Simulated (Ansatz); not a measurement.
A nudged elastic band was laid between two geometries of H₃NZn (5 atoms, charge 0, multiplicity 1).

Theory: Ansatz 0.2.0, RKS PBE-D4/def2-TZVP.

* movable images: 5
* climbing image: yes
* spring: 5.0 eV/Å²
* optimiser: quadratic models (default)
* start path: through a guess of the saddle point
* force threshold: 0.03 eV/Å
* iteration limit: 60
* end points: relaxed

Image 0:

```xyz
5
Properties=species:S:1:pos:R:3
N -0.116 -0.860 -0.097
Zn 0.343 0.911 -0.097
H -1.057 -1.095 -0.414
H 0.064 -1.386 0.758
H 0.816 2.356 -0.190
```

Image 6:

```xyz
5
Properties=species:S:1:pos:R:3
N -0.410 -0.728 0.216
Zn 0.331 0.917 -0.084
H -0.927 -1.154 -0.553
H 0.193 -1.445 0.619
H 0.862 2.336 -0.240
```

Problem. What changes between the two ends?

Solution. No bond is made or broken. The height of N1 over the plane of its neighbours goes from -0.30 to 0.30 Å. The two ends are copies of one structure, up to a mirror image or an exchange of like atoms.

Problem. What energy profile does the band end with?

Solution. The forces met the threshold. The highest image is number 3 of 0 to 6, 0.020 eV above the ends, which have the same energy within 2 meV. A vibrational analysis at the climbing image gives one clearly imaginary mode, 293i cm⁻¹: a first-order saddle point.

| image | path coordinate (Å) | energy (eV) | height of N1 over the plane of its neighbours (Å) |
| --- | --- | --- | --- |
| 0 | 0.00 | 0.000 | -0.30 |
| 1 | 0.09 | 0.005 | -0.21 |
| 2 | 0.19 | 0.015 | -0.11 |
| 3 | 0.28 | 0.020 | 0.00 |
| 4 | 0.37 | 0.015 | 0.10 |
| 5 | 0.47 | 0.005 | 0.21 |
| 6 | 0.56 | 0.000 | 0.30 |

Problem. What is the geometry of the highest image?

Solution. 
```xyz
5
Properties=species:S:1:pos:R:3
N -0.261 -0.763 0.055
Zn 0.354 0.933 -0.094
H -1.006 -1.159 -0.507
H 0.094 -1.442 0.720
H 0.870 2.357 -0.215
```

Problem. What are the harmonic wavenumbers there?

Solution. 293i, 456, 496, 666, 668, 1500, 1952, 3507, 3607 cm⁻¹.

Time of the run: 54 s on 2 threads of Arm Neoverse V1 (shared host), peak memory 0.15 GiB.
